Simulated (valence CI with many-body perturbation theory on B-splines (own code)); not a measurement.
**Sensitivity of CI+MBPT for Pb42+**

Computed by relativistic CI+MBPT: four valence electrons over a frozen Dirac-Fock core [Kr], a basis of 6 s, 6 p, 5 d, 5 f, 1 g functions for each j, with the one-electron correlation potential Σ1, the two-electron term Σ2, the three-electron term Σ3, Breit, model QED; selected CI, second order for the rest, scaled by the run's own slope (own B-spline code, finite nucleus).

No measured spectrum was set against this ion. As an estimate, large intervals hold to a few tenths of a per cent, small ones and those within an open d or f shell to about a per cent. Only levels of the ground parity were solved; by the run's estimate the other parity begins above the list, which can be wrong where configurations are misplaced.

The reference run has the lowest level (4d3/2^4) J=0 and an ionisation energy of 2102.32 eV. Its largest variational space holds 8889 state functions.

Levels are named by their leading jj configuration (3d3/2^4 stands for four electrons in 3d with j = 3/2), which in mixed levels can hold well under half, so a name can repeat and another be missing. Letters in brackets count levels of one name in rising energy.

Changed runs:
A. orbitals per symmetry with explicit Σ2 and valence Breit (the others get mean screening factors) 5 → 7
B. QED terms on → off
C. Davidson tolerance 2e-05 → 0.001
D. Davidson tolerance 2e-05 → 0.03 (bad on purpose)

Excitation energies of the reference run in cm⁻¹, and shifts in cm⁻¹:

| Level | Reference | A | B | C | D |
| --- | --- | --- | --- | --- | --- |
| (4d3/2^3 4d5/2) J=1 | 220949 | +3.7 | -655 | 0 | 0 |
| (4d3/2^3 4d5/2) J=4 | 267732 | +0.6 | -655 | 0 | 0 |
| (4d3/2^3 4d5/2) J=2 | 275148 | +1.5 | -682 | 0 | 0 |
| (4d3/2^3 4d5/2) J=3 | 287084 | +0.9 | -673 | 0 | 0 |
| (4d3/2^2 4d5/2^2) J=0 [a] | 474715 | +3.6 | -1305 | 0 | 0 |
| (4d3/2^2 4d5/2^2) J=2 [a] | 476550 | +3.6 | -1283 | 0 | 0 |
| (4d3/2^2 4d5/2^2) J=4 [a] | 487508 | +3.9 | -1313 | 0 | 0 |
| (4d3/2^2 4d5/2^2) J=3 [a] | 491869 | +4.2 | -1311 | 0 | 0 |
| (4d3/2^2 4d5/2^2) J=5 | 509180 | +2.6 | -1306 | 0 | 0 |
| (4d3/2^2 4d5/2^2) J=6 | 522572 | +1.6 | -1308 | 0 | 0 |
| (4d3/2^2 4d5/2^2) J=1 | 523452 | +1.9 | -1318 | 0 | +0.1 |
| (4d3/2^2 4d5/2^2) J=3 [b] | 536121 | +1.0 | -1299 | 0 | 0 |
| Ionisation energy (eV) | 2102.32 | +0.00079 | -0.13 | 0 | 0 |

No effect on these energies: C.
